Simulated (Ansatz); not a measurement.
`[OH][Al]([SH])[Cl]` + HCl → `[OH][Al]([Cl])[Cl]` + H₂S at 298.15 K and 1 bar (ligand exchange at the Al–S bond).

Program: Ansatz. Geometries: PBE0-D4/def2-TZVP. ΔE: electronic, gas phase. CCSD(T)/CBS is the MP2 limit (def2-TZVPP, def2-QZVPP) plus CCSD(T) − MP2 in def2-TZVPP, frozen cores. This one scheme is used for every species. Each species was taken in one conformer, which may not be the lowest.

| species | CCSD(T)/CBS energy (Eh) | H − E (kJ/mol) | S (J/(mol·K)) |
| --- | --- | --- | --- |
| `[OH][Al]([SH])[Cl]` | -1176.12769 | 84.8 | 334.4 |
| HCl | -460.38127 | 26.6 | 186.8 |
| `[OH][Al]([Cl])[Cl]` | -1237.55309 | 61.8 | 323.3 |
| H₂S | -398.97279 | 49.9 | 205.7 |

H − E and S are ideal-gas, rigid-rotor, harmonic terms from PBE0-D4/def2-TZVP, for one conformer and one mirror image of each species. 1 Eh = 2625.50 kJ/mol, R = 8.31446 J/(mol·K).

Task: By hand: ΔE, ΔH, ΔS and ΔG.

Result: ΔE = (-1237.55309) + (-398.97279) − (-1176.12769) − (-460.38127) = -0.01692 Eh = -44.4 kJ/mol. Δ(H − E) = 61.8 + 49.9 − 84.8 − 26.6 = 0.3, so ΔH = -44.1 kJ/mol. ΔS = 323.3 + 205.7 − 334.4 − 186.8 = 7.8 J/(mol·K). ΔG = -44.1 − 298.15 × (7.8)/1000 = -46.4 kJ/mol.

Task: By hand: the equilibrium constant, and the temperature at which ΔG would vanish if ΔH and ΔS stayed fixed.

Result: log₁₀ K = −ΔG/(RT ln 10) = 8.1. ΔH and −TΔS have one sign here, so there is no such temperature.

The number of gas molecules stays the same, so ΔS is small and ΔH decides. A doubt of 5 kJ/mol in ΔE shifts log₁₀ K by 0.9 here. Other conformers and mirror images would add mixing entropy, several J/(mol·K) or more a flexible species. These are equilibria of isolated gas molecules and say nothing of rates. Largest T1 diagnostic: 0.011 (customary marks: 0.02 for closed shells, 0.045 for open ones).

ΔS is within the doubt of such terms, so its sign, and with it that verdict, could turn.
